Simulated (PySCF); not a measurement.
C3H6OSi, SMILES C=CC(=O)[SiH3]. Geometry optimised at PBE-D3(BJ)/def2-SVP. The values are those of a single conformer.

Computed equilibrium geometry at PBE-D3(BJ)/def2-SVP (PySCF confirms it by a frequency run) as Cartesian coordinates in Å, and its point group (one conformer of several):
point group Cs.
```xyz
11

C      0.3221     2.4841     0.0000
C      0.7180     1.1945     0.0000
C     -0.2815     0.0814     0.0000
O     -1.4938     0.2855     0.0000
Si     0.2932    -1.7843     0.0000
H     -0.7566     2.7145     0.0000
H      1.0394     3.3190     0.0000
H      1.7866     0.9208     0.0000
H      1.7912    -1.9505     0.0000
H     -0.2837    -2.4337    -1.2255
H     -0.2837    -2.4337     1.2255
```
